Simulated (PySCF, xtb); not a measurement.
In(H)(Br)(vinyl) (C₂H₄BrIn), SMILES [InH]([CH]=C)[Br].

GFN2-xTB (xtb) at its own geometry gives an orbital gap of 3.66 eV and a dipole moment of 5.83 D.

Geometry optimised at PBE0-D3(BJ)/def2-SVP. The def2 effective core potentials stand for the cores of In; spin–orbit coupling is left out. One conformer was computed; it need not be the lowest.

### Question
What does r2SCAN/def2-TZVP (PySCF) give? (The exact figures need the calculation; the answer reports its results.)

### Answer
gap 4.20 eV (levels -6.73 and -2.53 eV), dipole 3.43 D.
